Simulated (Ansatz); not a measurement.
Reactions of `[OH][In]([SH])[O][SiH3]`.

Computed with Ansatz on PBE0-D4/def2-TZVP structures; ΔE is electronic, products minus reactants. CCSD(T)/CBS adds triple-zeta CCSD(T) − MP2 to the extrapolated MP2 energy (def2 sets, frozen cores). This one scheme is used for every species. Elements past krypton have def2 core potentials. For Br, In outer-core shells are correlated without core-valence functions, which leaves a few kJ/mol of doubt a bond. Scalar relativity is left out up to krypton. Each species was taken in one conformer, which may not be the lowest.

Q: Order these by ΔE at CCSD(T)/CBS, lowest first. (An estimate is asked.)
A. `[OH][In]([SH])[O][SiH3]` + `OC[SiH2]Cl` → `[SiH3]OC[SiH2]Cl` + `[OH][In]([OH])[SH]`
B. `[OH][In]([SH])[O][SiH3]` + `CO[SiH](O)Br` → `CO[SiH](Br)O[SiH3]` + `[OH][In]([OH])[SH]`
C. `[OH][In]([SH])[O][SiH3]` + `CN(C)N` → `CN(C)N[SiH3]` + `[OH][In]([OH])[SH]`

A: B (+0.4 kcal/mol), A (+4.6 kcal/mol), C (+18.1 kcal/mol).

Largest T1 diagnostic: 0.016, for `[OH][In]([OH])[SH]`.
